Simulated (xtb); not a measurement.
xtb input:

```bash
xtb mol.xyz --gfn 2 --ohess tight --chrg -1 --uhf 0
```
mol.xyz:
```
6

Si     0.21136433     0.24057436     0.00650763
Br     0.95052053    -0.40744201    -1.98527942
Br     1.94776849     0.43535987     1.41728432
O     -0.63801585     1.73470010    -0.03972270
O     -0.88230586    -0.98417720     0.62592234
H     -1.61669862    -1.04395204    -0.00109950
```

Problem. What final total energy does it print?

Solution. -18.99420 Eh (GFN2-xTB).

It need not be the lowest isomer of its formula. Whether it binds its extra electron was not tested at this geometry.
